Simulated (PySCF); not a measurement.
# Simulated absorption spectrum

Compound: C7H12P (charge +1).
SMILES: `C#CC[P@H+](C)CC=C`

Method: PySCF 2.14.0, density-fitted response routines, TDDFT CAM-B3LYP/def2-SVPD, vertical, gas phase, core orbitals frozen in the response. One conformer (not necessarily the lowest) at the PBE0-D3(BJ)/def2-SVP geometry, without solvent, vibrations or thermal averaging. Torsions of this conformer, `[CH:1]#[C:2][CH2:3][P@H+:4]([CH3:5])[CH2:6][CH:7]=[CH2:8]`: C2–C3–P4–C5 63°, C3–P4–C6–C7 -51°, P4–C6–C7–C8 -100°.

Computed states:

```json
{"state": "S1", "E (eV)": "6.29", "f": "0.0001"}
{"state": "S2", "E (eV)": "6.61", "f": "0.012"}
{"state": "S3", "E (eV)": "6.73", "f": "0.0005"}
{"state": "S4", "E (eV)": "7.05", "f": "0.364"}
{"state": "S5", "E (eV)": "7.32", "f": "0.055"}
{"state": "S6", "E (eV)": "7.42", "f": "0.011"}
{"state": "S7", "E (eV)": "7.73", "f": "0.021"}
{"state": "S8", "E (eV)": "7.76", "f": "0.0049"}
{"state": "S9", "E (eV)": "7.84", "f": "0.056"}
{"state": "S10", "E (eV)": "7.99", "f": "0.061"}
```

Broadening: Gaussians 0.3 eV wide at half height, area fixed by f = 4.319×10⁻⁹ ∫ε dν̃. The width is an assumption, not a result. The curve ends short of the highest state used, and states not computed would add to its high-energy end.

**Question.** What does the envelope look like, and where are its maxima?

**Answer.** 
(λ (nm), ε (L mol⁻¹ cm⁻¹)): (167.8, 6327), (169.7, 10244), (171.7, 17857), (173.6, 27763), (175.6, 33337), (177.5, 28465), (179.4, 17581), (181.4, 7751), (183.3, 3056), (185.2, 1562), (187.2, 1245), (189.1, 1039), (191.1, 696), (193.0, 378), (194.9, 169), (196.9, 63), (198.8, 26), (200.7, 12), (202.7, 6), (204.6, 3), (206.6, 1), (208.5, 0), (210.4, 0), (212.4, 0)

Maxima: 176 nm (7.06 eV), ε about 33000, made up of S4 (98%) (ε in L mol⁻¹ cm⁻¹; maxima over ε = 5, shares over 10%).

**Question.** What would ε be at 7.06 eV, the highest of these maxima, with half the width (0.15 eV)?

**Answer.** About 65100 L mol⁻¹ cm⁻¹ against 33300, a factor of about 1.95; a lone state at its own centre would give exactly 2.

**Question.** Coming from long wavelengths, where does ε first pass 100 L mol⁻¹ cm⁻¹?

**Answer.** At about 196 nm (6.33 eV), 0.04 eV above S1.

**Question.** On this curve, what absorbance would a 10⁻⁵ mol/L sample give at 193 nm over a 1 cm path?

**Answer.** 193 nm is 6.424 eV, where ε is about 380 L mol⁻¹ cm⁻¹, so A = ε c l ≈ 0.0038 (Beer–Lambert, with the gas-phase spectrum and the assumed width).

The vertical ionisation energy (ΔSCF) is 13.84 eV, 5.85 eV above S10.
